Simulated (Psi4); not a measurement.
yttrium atom (Y), doublet (typed; the unrestricted solution is spin-contaminated) (core potentials on Y); PBE/def2-TZVPD in Psi4 1.11.

The Psi4 input:
```
memory 2 GB

molecule {
0 2
  Y     0.00000000    0.00000000    0.00000000
}

set basis def2-tzvpd
set reference uks
set s_tolerance 1e-2
set s_orthogonalization canonical

energy('pbe')
print_variables()
```

Question: Predict the main parts of the log of this Psi4 run.

Answer: 
```
   => Loading Basis Set <=

    Name: DEF2-TZVPD
    Role: ORBITAL
    Keyword: BASIS

    !!!  WARNING: ECP capability is in beta. Please check occupations closely.  !!!

         ---------------------------------------------------------
                                   SCF
               by Justin Turney, Rob Parrish, Andy Simmonett
                          and Daniel G. A. Smith
                              UKS Reference
         ---------------------------------------------------------

  ==> Geometry <==

    Molecular point group: d2h
    Geometry (in Angstrom), charge = 0, multiplicity = 2:

       Center              X                  Y                   Z               Mass
    ------------   -----------------  -----------------  -----------------  -----------------
         Y            0.000000000000     0.000000000000     0.000000000000    88.905840300000

  Running in d2h symmetry.

  Rotational constants: A = ************  B = ************  C = ************ [cm^-1]
  Rotational constants: A = ************  B = ************  C = ************ [MHz]
  Nuclear repulsion =    0.000000000000000

  Charge       = 0
  Multiplicity = 2
  Electrons    = 11
  Nalpha       = 6
  Nbeta        = 5

  ==> Algorithm <==

  SCF Algorithm Type is DF.
  DIIS enabled.
  MOM disabled.
  Fractional occupation disabled.
  Guess Type is CORE.
  Energy threshold   = 1.00e-06
  Density threshold  = 1.00e-06
  Integral threshold = 1.00e-12

  ==> Primary Basis <==

  Basis Set: DEF2-TZVPD
    Blend: DEF2-TZVPD
    Number of shells: 14
    Number of basis functions: 40
    Number of Cartesian functions: 46
    Spherical Harmonics?: true
    Max angular momentum: 3

  Core potential: DEF2-TZVPD
    Number of shells: 4
    Number of ECP primitives: 14
    Number of ECP core electrons: 28
    Max angular momentum: 3

  ==> DFT Potential <==

   => LibXC <=

    Version 7.1.2
    S. Lehtola, C. Steigemann, M. J. T. Oliveira, and M. A. L. Marques,  SoftwareX 7, 1–5 (2018) (10.1016/j.softx.2017.11.002)

   => Composite Functional: PBE <=

    PBE GGA Exchange-Correlation Functional

    J.P. Perdew et. al., Phys. Rev. Lett., 77(18), 3865-3868, 1996

    Deriv               =              1
    GGA                 =           TRUE
    Meta                =          FALSE

    Exchange Hybrid     =          FALSE
    MP2 Hybrid          =          FALSE

   => Exchange Functionals <=

    1.0000     XC_GGA_X_PBE

   => Correlation Functionals <=

    1.0000     XC_GGA_C_PBE

   => LibXC Density Thresholds  <==

    XC_GGA_C_PBE:  1.00E-12
    XC_GGA_X_PBE:  1.00E-15

   => Molecular Quadrature <=

    Radial Scheme          =       TREUTLER
    Pruning Scheme         =           NONE
    Nuclear Scheme         =       TREUTLER

    Blocking Scheme        =         OCTREE
    BS radius alpha        =              1
    Pruning alpha          =              1
    Radial Points          =             75
    Spherical Points       =            302
    Total Points           =          21134
    Total Blocks           =            244
    Max Points             =            256
    Max Functions          =             40
    Weights Tolerance      =       1.00E-15

   => Loading Basis Set <=

    Name: (DEF2-TZVPD AUX)
    Role: JKFIT
    Keyword: DF_BASIS_SCF

  ==> Integral Setup <==

  SCF_SUBTYPE=INCORE selected. In-core MEM_DF algorithm will be used.
  Using in-core AOs.

  ==> MemDFJK: Density-Fitted J/K Matrices <==

    J tasked:                   Yes
    K tasked:                    No
    wK tasked:                   No
    Algorithm:                 Core
    Schwarz Cutoff:           1E-12
    Mask sparsity (%):       0.0000
    Fitting Condition:        1E-10

   => Auxiliary Basis Set <=

  Basis Set: (DEF2-TZVPD AUX)
    Blend: DEF2-UNIVERSAL-JKFIT
    Number of shells: 49
    Number of basis functions: 255
    Number of Cartesian functions: 384
    Spherical Harmonics?: true
    Max angular momentum: 6

    Using canonical orthogonalization.
  Minimum eigenvalue in the overlap matrix is 1.9318435584E-02.
  Reciprocal condition number of the overlap matrix is 5.9746820544E-03.

  ==> Pre-Iterations <==

  SCF Guess: Core (One-Electron) Hamiltonian.

   -------------------------------------------------------
    Irrep   Nso     Nmo     Nalpha   Nbeta   Ndocc  Nsocc
   -------------------------------------------------------
     Ag        12      12       3       2       2       1
     B1g        3       3       0       0       0       0
     B2g        3       3       0       0       0       0
     B3g        3       3       0       0       0       0
     Au         1       1       0       0       0       0
     B1u        6       6       1       1       1       0
     B2u        6       6       1       1       1       0
     B3u        6       6       1       1       1       0
   -------------------------------------------------------
    Total      40      40       6       5       5       1
   -------------------------------------------------------

  ==> Iterations <==

                           Total Energy        Delta E     RMS |[F,P]|

    Occupation by irrep:
             Ag   B1g   B2g   B3g    Au   B1u   B2u   B3u
    DOCC [     2,    0,    0,    0,    0,    1,    1,    1 ]
    SOCC [     0,    0,    0,    0,    0,    0,    1,    0 ]
    NA   [     2,    0,    0,    0,    0,    1,    2,    1 ]
    NB   [     2,    0,    0,    0,    0,    1,    1,    1 ]

   @DF-UKS iter   1:   -35.35870314844289   -3.53587e+01   1.12189e-01 ADIIS
    Occupation by irrep:
             Ag   B1g   B2g   B3g    Au   B1u   B2u   B3u
    DOCC [     2,    0,    0,    0,    0,    1,    1,    1 ]
    SOCC [     1,    0,    0,    0,    0,    0,    0,    0 ]
    NA   [     3,    0,    0,    0,    0,    1,    1,    1 ]
    NB   [     2,    0,    0,    0,    0,    1,    1,    1 ]

   @DF-UKS iter   2:   -35.60066405577000   -2.41961e-01   1.28001e-01 ADIIS
   @DF-UKS iter   3:   -38.20516155703333   -2.60450e+00   5.89467e-03 ADIIS/DIIS
   @DF-UKS iter   4:   -38.21546325367557   -1.03017e-02   3.76673e-03 ADIIS/DIIS
   @DF-UKS iter   5:   -38.21934706717509   -3.88381e-03   7.82581e-04 ADIIS/DIIS
   @DF-UKS iter   6:   -38.21984595677043   -4.98890e-04   3.38667e-04 ADIIS/DIIS
   @DF-UKS iter   7:   -38.22025136491512   -4.05408e-04   3.48422e-04 ADIIS/DIIS
   @DF-UKS iter   8:   -38.22043968128079   -1.88316e-04   5.63150e-05 DIIS
   @DF-UKS iter   9:   -38.22044527659995   -5.59532e-06   4.96486e-05 DIIS
   @DF-UKS iter  10:   -38.22044622898301   -9.52383e-07   9.41548e-06 DIIS
   @DF-UKS iter  11:   -38.22044635989363   -1.30911e-07   8.79898e-06 DIIS
   @DF-UKS iter  12:   -38.22044641573400   -5.58404e-08   5.38460e-08 DIIS
  Energy and wave function converged.

  ==> Post-Iterations <==

   Electrons on quadrature grid:
      Nalpha   =    6.0000000000 ; deviation = 5.773e-14
      Nbeta    =    5.0000000000 ; deviation = 6.839e-14
      Ntotal   =   11.0000000000 ; deviation = 1.261e-13

   @Spin Contamination Metric:   1.703310060E-01
   @S^2 Expected:                7.500000000E-01
   @S^2 Observed:                9.203310060E-01
   @S   Expected:                5.000000000E-01
   @S   Observed:                5.000000000E-01

    Orbital Energies [Eh]
    ---------------------

    Alpha Occupied:

[...]
    Alpha Virtual:

[...]
      12Ag    65.523001

    Beta Occupied:

[...]
    Beta Virtual:

[...]
    Final Occupation by Irrep:
             Ag   B1g   B2g   B3g    Au   B1u   B2u   B3u
    DOCC [     2,    0,    0,    0,    0,    1,    1,    1 ]
    SOCC [     1,    0,    0,    0,    0,    0,    0,    0 ]
    NA   [     3,    0,    0,    0,    0,    1,    1,    1 ]
    NB   [     2,    0,    0,    0,    0,    1,    1,    1 ]

  @DF-UKS Final Energy:   -38.22044641573400

   => Energetics <=

    Nuclear Repulsion Energy =              0.0000000000000000
    One-Electron Energy =                 -62.8453855066425007
    Two-Electron Energy =                  29.5784423447267564
    DFT Exchange-Correlation Energy =      -4.9535032538182575
    Empirical Dispersion Energy =           0.0000000000000000
    VV10 Nonlocal Energy =                  0.0000000000000000
    Total Energy =                        -38.2204464157340027

  UHF NO Occupations:
  HONO-2 :    1B3u 1.9999150
  HONO-1 :    2 Ag 1.9111100
  HONO-0 :    3 Ag 1.0000000
  LUNO+0 :    4 Ag 0.0888900
  LUNO+1 :    2B3u 0.0000850
  LUNO+2 :    2B2u 0.0000850
  LUNO+3 :    2B1u 0.0000463

Computation Completed

Properties will be evaluated at   0.000000,   0.000000,   0.000000 [a0]

Properties computed using the SCF density matrix

 Multipole Moments:

 ------------------------------------------------------------------------------------
     Multipole            Electronic (a.u.)      Nuclear  (a.u.)        Total (a.u.)
 ------------------------------------------------------------------------------------

 L = 1.  Multiply by 2.5417464519 to convert [e a0] to [Debye]
 Dipole X            :          0.0000000            0.0000000            0.0000000
 Dipole Y            :          0.0000000            0.0000000            0.0000000
 Dipole Z            :          0.0000000            0.0000000            0.0000000
 Magnitude           :                                                    0.0000000

 ------------------------------------------------------------------------------------

  Variable Map:
  ----------------------------------------------------------------------------
[...]
  Array Variable Map:
  ----------------------------------------------------------------------------
[...]
[...]
```
